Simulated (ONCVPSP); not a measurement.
## neon (Ne): variants of one ONCV potential

Base potential:

```
Element                 : neon (Ne)
Generator               : ONCVPSP 4.0.1
Type                    : optimised norm-conserving Vanderbilt (ONCV)
Functional              : LDA (Perdew-Wang 92)
Relativity              : scalar-relativistic
Frozen core             : [He]
Valence charge          : 8
Reference configuration : 2s2 2p4.5 (charge +1.5)
Partial waves           : 2s: rc 0.55 bohr, ncon 5, nbas 9, qcut 11.5 1/bohr, 2 projectors, debl 1.5 Ha; 2p: rc 1.40 bohr, ncon 4, nbas 7, qcut 8.2 1/bohr, 1 projector
Local potential         : polynomial inside 0.50 bohr (lpopt 5, dvloc0 0 Ha)
Core correction         : none
```

In the s channel the program set the typed energies aside and used -2.430, 0.250 Ha.

Cutoffs, loose and tight: the cutoffs (Ha) at which the residual kinetic energy of the hardest occupied pseudo-wave falls to 1 and 0.1 mHa per electron. They do not see the model core or the augmentation charge, which bear on the density cutoff. Test errors are all-electron minus pseudo excitation energies from the reference, over the configurations 2s2 2p6; 2s2 2p5; 2s2 2p4; 2s2 2p5.5. A dash means not determined; rows that change the core or the reference have their own tests.

| change | outcome | cutoff, loose | cutoff, tight | bound ghosts | GHOST(+) flags above zero | largest test error (meV) |
| --- | --- | --- | --- | --- | --- | --- |
| base | generated, projector energies reset by the program | 104 Ha | 635 Ha | none | s | +160 |
| s: rc 0.72 | generated, projector energies reset by the program | 69 Ha | 348 Ha | none | none | +160 |
| all radii scaled by about 1.32 (s 0.72, p 1.86 bohr); local potential polynomial inside 0.66 bohr (lpopt 5, dvloc0 0 Ha) | generated, projector energies reset by the program | 69 Ha | 348 Ha | none | none | +476 |
| s: nproj 1 | generated | 104 Ha | 635 Ha | none | none | +162 |
| p: ncon 3, nbas 6 | generated, projector energies reset by the program | 104 Ha | 635 Ha | none | s | +207 |

**Question.** What comes out with this change to the base: non-relativistic?

**Answer.** outcome: generated, projector energies reset by the program; cutoff, loose: 106 Ha; cutoff, tight: 642 Ha; bound ghosts: none; GHOST(+) flags above zero: s; largest test error (meV): +156.

**Question.** What comes out with this change to the base: p: qcut 5.1?

**Answer.** outcome: generated, projector energies reset by the program; cutoff, loose: 104 Ha; cutoff, tight: 635 Ha; bound ghosts: none; GHOST(+) flags above zero: s, p; largest test error (meV): +359.

**Question.** What comes out with this change to the base: p: rc 1.98?

**Answer.** outcome: generated, projector energies reset by the program; cutoff, loose: 104 Ha; cutoff, tight: 635 Ha; bound ghosts: none; GHOST(+) flags above zero: s; largest test error (meV): +601.
